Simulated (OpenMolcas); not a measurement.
**Ti2+: ligand-field states by method**

Ti2+ with 6 ligands (ammonia) in octahedral coordination (S6) at 2.28 Å. Ligand basis ANO-RCC-VDZP.
```
Ti    0.0000    0.0000    0.0000
N     2.2800    0.0000    0.0000
H     2.6621    0.9457    0.0000
H     2.6621   -0.4729    0.8190
H     2.6621   -0.4729   -0.8190
N     0.0000    2.2800    0.0000
H     0.0000    2.6621    0.9457
H     0.8190    2.6621   -0.4729
H    -0.8190    2.6621   -0.4729
N    -2.2800    0.0000    0.0000
H    -2.6621   -0.9457    0.0000
H    -2.6621    0.4729   -0.8190
H    -2.6621    0.4729    0.8190
N     0.0000   -2.2800    0.0000
H     0.0000   -2.6621   -0.9457
H    -0.8190   -2.6621    0.4729
H     0.8190   -2.6621    0.4729
N     0.0000    0.0000    2.2800
H     0.9457    0.0000    2.6621
H    -0.4729    0.8190    2.6621
H    -0.4729   -0.8190    2.6621
N     0.0000    0.0000   -2.2800
H    -0.9457    0.0000   -2.6621
H     0.4729   -0.8190   -2.6621
H     0.4729    0.8190   -2.6621
```

```yaml
Program: OpenMolcas 26.06
Basis: ANO-RCC-VDZP [5s4p2d1f]
Scalar_Hamiltonian: DKH2, point nucleus
Active_space: 2 electrons in 5 orbitals (3d)
State_averaging: 2S+1 = 3 even, 10 roots; 2S+1 = 1 even, 15 roots
Spin-orbit_coupling: RASSI with atomic mean-field integrals over the reference wave functions
```

I. CASSCF
II. SS-CASPT2, IPEA 0.25 Eh, imaginary shift 0.1 Eh (closed shells correlated: 3s 3p and the ligand valence shells)
III. SS-CASPT2, IPEA 0.25 Eh, real shift 0.3 Eh (closed shells correlated: 3s 3p and the ligand valence shells)

Spin-free states in cm-1, each column counted from its own energy of the first state listed:

```tsv
State	Degeneracy	I	II	III
2S+1 = 3	2	0	0	0
2S+1 = 3	1	189	340	330
2S+1 = 1	1	10985	8220	8280
2S+1 = 1	2	11143	8440	8500
2S+1 = 1	2	11403	8830	8870
2S+1 = 3	2	13793	14480	14440
2S+1 = 3	1	13892	14500	14440
2S+1 = 1	1	23270	18070	18210
2S+1 = 3	2	24695	22680	22720
2S+1 = 3	1	24806	22770	22800
2S+1 = 1	2	26814	24570	24580
2S+1 = 1	1	26956	24520	24500
2S+1 = 1	2	29471	27160	27180
2S+1 = 3	1	29500	31820	31760
2S+1 = 1	1	29615	27220	27230
2S+1 = 1	2	43135	42600	42600
2S+1 = 1	1	59694	54280	54420
```

From I to II, I's first state of another spin (2S+1 = 1) moves from 10985 to 8220 cm-1, by about -2800 cm-1.

χT at 300 K: I 1.10, II 1.09, III 1.09 cm3 K/mol.

Roots that are degenerate in the reference are averaged as groups; the widest CASPT2 spread within a group is 45 cm-1 (the 2-fold group of multiplicity 3 near 22700 cm-1 above the lowest state of its run, II). Shifts and gaps below about the spread of the groups concerned are not significant. Over all roots computed the reference weight is 0.69 to 0.70 in II, 0.73 to 0.74 in III; a low but even weight reflects the number of correlated electrons. An orbital doublet at a regular site is open to a Jahn-Teller distortion, which this geometry leaves out. Ligand-to-metal charge-transfer states are missing. With no ligand orbital active B as a rule stays too high, so bands that hang on it stand too high and its fall with covalency is understated. Without dynamic correlation the repulsion within the d shell is too large (B by tens of per cent), so at a given field states of lower spin stand too high (holds for I). With metal d orbitals alone and no dynamic correlation the field as a rule comes out too small, by tens of per cent, by up to half for chloride and softer ligands (holds for I). With one d shell and no ligand orbital active, 10Dq can be off by tens of per cent for divalent 3d ions, low with halides held by bare charges and at times high in hosts (holds for II; III). No measured value stands beside these numbers; the geometry was imposed, not optimised, and the real ion may take another.
